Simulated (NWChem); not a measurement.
Species: C2H7BO2; SMILES COBOC

```xyz
12

B     -0.7842    -0.0057     0.0053
H     -1.9274    -0.4309     0.0056
O      0.2990    -0.8397     0.0074
C      0.1597    -2.2473    -0.0043
H     -0.9071    -2.5604    -0.0063
H      0.6535    -2.6658    -0.9067
H      0.6550    -2.6802     0.8905
O     -0.6158     1.3445    -0.0025
C      0.6708     1.9476    -0.0021
H      1.4671     1.2352    -0.3004
H      0.6612     2.8047    -0.7059
H      0.9055     2.3364     1.0119
```
Atoms are numbered in this order, from 1.

Results from NWChem. Pople sets run with spherical d functions. Geometry: optimised at PBE-D3(BJ)/def2-SVP. Vzz is the largest principal value of the second derivative of the potential at the nucleus (NWChem prints the opposite sign); η is the asymmetry. Non-relativistic.

| level | Vzz B1 (a.u.) | η B1 | Vzz O8 (a.u.) | η O8 |
|---|---|---|---|---|
| Hartree-Fock/6-31G* | 0.355 | 0.30 | 1.534 | 0.11 |
| Hartree-Fock/def2-TZVP | [?] | 0.26 | [?] | 0.06 |
| PBE0/6-31G* | 0.291 | 0.37 | 1.459 | 0.05 |
| PBE0/def2-SVP | 0.291 | 0.35 | 1.489 | 0.02 |

Problem. Complete the blanks.

Solution. 
- Hartree-Fock/def2-TZVP, Vzz B1 (a.u.): 0.385
- Hartree-Fock/def2-TZVP, Vzz O8 (a.u.): 1.579
